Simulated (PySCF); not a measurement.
One entry of a table of gas-phase calculations, keyed by method.

```json
{
 "formula": "C4H4F2O",
 "smiles": "C=COC=C(F)F",
 "inchi": "InChI=1S/C4H4F2O/c1-2-7-3-4(5)6/h2-3H,1H2",
 "charge": 0,
 "multiplicity": 1,
 "geometry_level": "PBE0-D3(BJ)/def2-SVP",
 "electronic_structure_code": "PySCF",
 "results": {
  "PBE0-D3(BJ)/def2-SVP geometry optimisation, gas phase": {
   "point_group": "C1",
   "rotational_constants_GHz": [6.267, 1.447, 1.298]
  },
  "wB97X-D/def2-SVPD ground state and vertical TDDFT (core frozen in the response)": {
   "dipole_D": 1.61,
   "homo_eV": -8.79,
   "lumo_eV": 1.89,
   "S1_eV": 6.55,
   "strongest_line_of_6_singlets_eV": 6.55,
   "polarisability_au": 56.5,
   "r2_bohr2_about_centre_of_nuclear_charge": 860.3,
   "singlets_eV_and_f": [
    [6.55, 0.299],
    [6.78, 0.05],
    [7.13, 0.023],
    [7.31, 0.01],
    [7.55, 0.037],
    [7.71, 0.009]
   ]
  }
 }
}
```

With B = h/(8π²I), that is 505.379 GHz u Å² over I, the principal moments of inertia are 80.6, 349.3 and 389.4 u Å² (most abundant isotopes).

Conformer computed: `[CH2:1]=[CH:2][O:3][CH:4]=[C:5]([F:6])[F:7]`: C1–C2–O3–C4 -10°, C2–O3–C4–C5 131°.

One conformer stands for the species.
